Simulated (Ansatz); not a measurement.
One geometry of C2H7Cl2GaO (`C[OH+][Ga-]([CH3])([Cl])[Cl]`), several functionals.

```yaml
crystal:
  periodic: [false, false, false]
  atoms:
    - {symbol: C, position_ang: [0.578480, 0.140375, -1.778839]}
    - {symbol: O, position_ang: [-0.429389, 0.786718, -1.000532]}
    - {symbol: Ga, position_ang: [-0.648740, 0.564231, 1.070515]}
    - {symbol: C, position_ang: [0.380954, -1.031168, 1.533778]}
    - {symbol: Cl, position_ang: [0.000101, 2.514202, 1.735829]}
    - {symbol: Cl, position_ang: [-2.816031, 0.407923, 0.801800]}
    - {symbol: H, position_ang: [0.461634, -0.945129, -1.755217]}
    - {symbol: H, position_ang: [0.537312, 0.503464, -2.806256]}
    - {symbol: H, position_ang: [1.536165, 0.414444, -1.341113]}
    - {symbol: H, position_ang: [-1.313871, 0.628492, -1.355602]}
    - {symbol: H, position_ang: [0.028395, -1.899460, 0.974813]}
    - {symbol: H, position_ang: [0.261774, -1.239728, 2.598374]}
    - {symbol: H, position_ang: [1.443715, -0.879165, 1.337453]}
basis:
  gaussian: {orbitals: def2-TZVPP}
hamiltonian: {xc: pbe, dispersion: d4}
output: {forces: true, orbitals: {seedname: orbitals}}
```

```sh
$ ansatz run in.yaml --threads 4 --pin off --events-out ev --progress --plain --max-ram 11315MiB
```

Output, abridged:

```
Functional definition: PBE
1880 factors; their error is unknown
mean field evaluation 1: about -81624.8439 eV, gradient 9.2e1 eV
mean field evaluation 2: about -81596.0641 eV, gradient 1.4e2 eV
mean field evaluation 4: about -81641.0378 eV, gradient 1.3e1 eV
mean field evaluation 8: about -81641.3589 eV, gradient 2.1e-1 eV
mean field evaluation 16: about -81641.3123 eV, gradient 7.5e-3 eV
mean field -81641.31227552 eV, -3000.2628876564 hartree, gradient 2.3e-5 eV, S^2 0.000000; 0 other end points of the search recorded, 0 dependent functions left out
reference -81641.31232381 eV, -3000.2628894309 hartree; 46, 46 occupied and 277, 277 virtual orbitals, 1880 factors
Total energy: -81641.65825631 eV, -3000.2756022157 hartree
Atom 0 at     0.578480     0.140375    -1.778839 Å, force     0.145651    -0.130730    -0.138101 eV/Å
Atom 1 at    -0.429389     0.786718    -1.000532 Å, force     0.098154     0.374976     0.213358 eV/Å
Atom 2 at    -0.648740     0.564231     1.070515 Å, force     0.040985    -0.091685     0.137259 eV/Å
Atom 3 at     0.380954    -1.031168     1.533778 Å, force     0.011426    -0.014700    -0.004176 eV/Å
Atom 4 at     0.000101     2.514202     1.735829 Å, force     0.081140     0.240386     0.077413 eV/Å
Atom 5 at    -2.816031     0.407923     0.801800 Å, force    -0.256413    -0.015436    -0.046403 eV/Å
Atom 6 at     0.461634    -0.945129    -1.755217 Å, force     0.005037    -0.239915    -0.012561 eV/Å
Atom 7 at     0.537312     0.503464    -2.806256 Å, force     0.010202     0.064947    -0.223873 eV/Å
Atom 8 at     1.536165     0.414444    -1.341113 Å, force     0.202466     0.050213     0.083421 eV/Å
Atom 9 at    -1.313871     0.628492    -1.355602 Å, force    -0.436852    -0.086520    -0.137739 eV/Å
Atom 10 at     0.028395    -1.899460     0.974813 Å, force    -0.068788    -0.155173    -0.107431 eV/Å
Atom 11 at     0.261774    -1.239728     2.598374 Å, force    -0.027131    -0.029810     0.197298 eV/Å
Atom 12 at     1.443715    -0.879165     1.337453 Å, force     0.194124     0.033447    -0.038464 eV/Å
Dipole moment:     0.479723    -0.585590    -0.896762 e Å
```

Hardware: 4 threads of an Arm Neoverse V2 on a shared host. Wall time 4.6 s, peak host memory 0.6 GiB.

Changing it to `hamiltonian: {xc: {name: B3LYP}, dispersion: d4}` (abridged; 12 s):

```
Functional definition: B3LYP
mean field evaluation 16: about -81667.2902 eV, gradient 4.2e-4 eV
mean field -81667.29020171 eV, -3001.2175588353 hartree, gradient 4.5e-5 eV, S^2 0.000000
Total energy: -81667.84513360 eV, -3001.2379522063 hartree
Atom 0 force     0.309947    -0.148886    -0.211231 eV/Å
Atom 1 force    -0.217588     0.108808     0.048816 eV/Å
Atom 2 force     0.051084    -0.063494     0.044919 eV/Å
Atom 3 force     0.118967    -0.184135     0.060713 eV/Å
Atom 4 force     0.082767     0.231205     0.081127 eV/Å
Atom 5 force    -0.256336    -0.023263    -0.019150 eV/Å
Atom 6 force     0.010464     0.067853    -0.004997 eV/Å
Atom 7 force     0.007576    -0.030177     0.057250 eV/Å
Atom 8 force    -0.055844    -0.024655    -0.032933 eV/Å
Atom 9 force    -0.027918     0.028037    -0.003935 eV/Å
Atom 10 force     0.028117     0.047510     0.030889 eV/Å
Atom 11 force     0.009516     0.007884    -0.060299 eV/Å
Atom 12 force    -0.060752    -0.016688     0.008832 eV/Å
Dipole moment:     0.493433    -0.601608    -0.921548 e Å
```

Changing it to `hamiltonian: {xc: lda}` and no forces (abridged; 2.4 s):

```
Functional definition: SPW92
mean field evaluation 16: about -81466.0486 eV, gradient 5.9e-4 eV
mean field -81466.04857474 eV, -2993.8220654507 hartree, gradient 4.4e-5 eV, S^2 0.000000
Total energy: -81466.04861927 eV, -2993.8220670872 hartree
```

The same input with `hamiltonian: {xc: {name: PBE-QIDH}}` and no forces (abridged; 13 s):

```
Functional definition: PBE-QIDH
mean field evaluation 16: about -81618.5900 eV, gradient 1.4e-4 eV
mean field -81618.58995432 eV, -2999.4278577540 hartree, gradient 2.4e-6 eV, S^2 0.000000
22 core orbitals not correlated: weight in the atoms' cores, before any rotation towards them, 1.000 or more for the frozen orbitals, at most 0.000 for the correlated occupied ones
second order -37.02805499 eV of doubles, -0.00000000 eV of singles
Total energy: -81630.93265372 eV, -2999.8814435906 hartree
```

Changing it to `hamiltonian: {xc: {name: LC-wPBE}}` and no forces (abridged; 5.5 s):

```
Functional definition: LC-wPBE
mean field evaluation 16: about -81648.9968 eV, gradient 2.5e-4 eV
mean field -81648.99677272 eV, -3000.5452877195 hartree, gradient 6.3e-5 eV, S^2 0.000000
Total energy: -81648.99677272 eV, -3000.5452877198 hartree
```

The same input with `hamiltonian: {xc: {name: BHLYP}, dispersion: d4}` and no forces (abridged; 8.5 s):

```
Functional definition: BHLYP
mean field evaluation 16: about -81661.9043 eV, gradient 1.1e-4 eV
mean field -81661.90429211 eV, -3001.0196303082 hartree, gradient 2.3e-5 eV, S^2 0.000000
Total energy: -81662.36590746 eV, -3001.0365943594 hartree
```

B3LYP takes the VWN-RPA correlation (the form of Gaussian; ORCA's B3LYP/G).
